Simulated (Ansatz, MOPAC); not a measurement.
Molecule: CH$_{2}$BO, charge 0, multiplicity 2. SMILES: [BH2-]C#[O+]

Atoms: B1, H2, H3, C4, O5. Bonds: B1-H2, B1-H3, B1-C4, C4-O5.

Bond lengths (Å) and angles (degrees) optimised at AM1 with MOPAC; PM3 with MOPAC; PM6 with MOPAC; PM7 with MOPAC; HF/3-21G with Ansatz (a program for electronic structure); MP2/6-31G* with Ansatz, each started from the B3LYP-D3(BJ)/def2-TZVP structure (Ansatz) of the last column. A row stands for all coordinates that are equal there. 6-31G* holds six Cartesian d functions. No wavenumbers were computed at MP2/6-31G*, so these may be saddle points.

| coordinate | AM1 | PM3 | PM6 | PM7 | HF/3-21G | MP2/6-31G* | B3LYP-D3(BJ)/def2-TZVP |
|---|---|---|---|---|---|---|---|
| B1-H2 | 1.188 | 1.130 | 1.184 | 1.178 | 1.182 | 1.188 | 1.186 |
| B1-C4 | 1.481 | 1.417 | 1.472 | 1.441 | 1.479 | 1.484 | 1.469 |
| C4-O5 | 1.189 | 1.158 | 1.157 | 1.152 | 1.152 | 1.167 | 1.150 |
| B1-C4-O5 | 180.0 | 180.0 | 180.0 | 180.0 | 180.0 | 180.0 | 180.0 |
| H2-B1-C4 | 116.0 | 122.9 | 117.1 | 127.6 | 117.4 | 116.9 | 117.2 |
| H2-B1-H3 | 127.9 | 114.2 | 125.8 | 104.8 | 125.2 | 126.3 | 125.5 |

Mean signed difference of all 4 bond lengths from B3LYP-D3(BJ)/def2-TZVP: AM1 0.014 Å, PM3 -0.039 Å, PM6 0.002 Å, PM7 -0.011 Å, HF/3-21G 0.001 Å, MP2/6-31G* 0.009 Å.
